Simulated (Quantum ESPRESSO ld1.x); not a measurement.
Problem. All-electron atom: the carbon ion C3+ in [He] 2s1. Calculated with ld1.x of Quantum ESPRESSO 7.5: scalar-relativistic Kohn-Sham, LDA (Slater exchange, Perdew-Wang correlation), spin-polarised, spherical densities, point nucleus; open shells are filled with parallel spins first. Some entries of the table are withheld. Estimate them.

orbital  occ.  eigenvalue (eV)  <1/r> (bohr^-1)
1s up       1         -329.462            5.630
1s down     1         -328.361            5.631
2s up       1          -57.284            1.142
2s down     0          -52.387            1.121
2p up       0          -49.429            1.068
2p down     0          -44.860            1.061
3s up       0          -20.247           0.4647
3s down     0          -19.292           0.4460
3d up       0          -17.328              (1)
3d down     0          -15.765              (2)

Solution. 
(1) 3d up <1/r> (bohr^-1): 0.4338
(2) 3d down <1/r> (bohr^-1): 0.3910
